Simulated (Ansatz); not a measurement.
C2H4NO, doublet, at a GFN2-xTB geometry. Base run: MP2/6-31G (Ansatz, an electronic-structure program).

The Ansatz input:
Ansatz 0.2 input:
```yaml
crystal:
  periodic: [false, false, false]
  atoms:
    - {symbol: O, position_ang: [0.26454729, 1.29773969, 0.28038356]}
    - {symbol: C, position_ang: [-0.00493724, 0.12821280, 0.02873673]}
    - {symbol: N, position_ang: [0.98714613, -0.78717018, -0.20832170]}
    - {symbol: C, position_ang: [-1.33891368, -0.38189073, -0.04047884]}
    - {symbol: H, position_ang: [0.79601498, -1.74930651, -0.41636310]}
    - {symbol: H, position_ang: [-1.54281494, -1.41283947, -0.26342944]}
    - {symbol: H, position_ang: [-2.15856718, 0.28838609, 0.13621077]}
    - {symbol: H, position_ang: [1.94207144, -0.47589881, -0.17078220]}
basis:
  gaussian:
    orbitals: 6-31G
magnetization: {spin_polarized: true, initial_magnetization: 1}
correlation: {method: mp2}
```

Each row names what was changed in the base input (with any setting that the change needs).

| change | basis functions | E (Eh) | MP2 correlation (Eh) | core-seconds (rough) |
|---|---|---|---|---|
| base | 44 | -207.63907 | -0.37609 | 2 |
| basis = 3-21G | 44 | -206.56259 | -0.37088 | 2 |
| basis = pcseg-0 | 44 | -207.11452 | -0.38293 | 1 |
| basis = 6-31G* | ___ | ___ | ___ | 3 |
| basis = pc-1 | 76 | -207.89106 | -0.59096 | 4 |
| basis = pcseg-1 | 76 | -207.88858 | -0.59090 | 4 |
| basis = 6-31G** | 80 | -207.94573 | -0.58628 | 4 |
| basis = 6-31+G* | ___ | ___ | ___ | 5 |
| basis = 6-311++G** | 116 | -208.04280 | -0.62950 | 7 |
| basis = aug-pcseg-1 | 128 | -207.92708 | -0.61420 | 10 |
| basis = cc-pVTZ | 176 | ___ | ___ | 20 |
| basis = pc-2 | 176 | -208.15706 | -0.72244 | 20 |
| basis = aug-cc-pVTZ | ___ | ___ | ___ | 60 |

Q: Fill in the missing entries.

A: 
- basis = 6-31G*, basis functions: 68
- basis = 6-31G*, E (Eh): -207.91083
- basis = 6-31G*, MP2 correlation (Eh): -0.56297
- basis = 6-31+G*, basis functions: 84
- basis = 6-31+G*, E (Eh): -207.92921
- basis = 6-31+G*, MP2 correlation (Eh): -0.57258
- basis = cc-pVTZ, E (Eh): -208.16640
- basis = cc-pVTZ, MP2 correlation (Eh): -0.73478
- basis = aug-cc-pVTZ, basis functions: 276
- basis = aug-cc-pVTZ, E (Eh): -208.18457
- basis = aug-cc-pVTZ, MP2 correlation (Eh): -0.74909

Totals compare only among sets that treat the same electrons; sets with core potentials leave the core out.
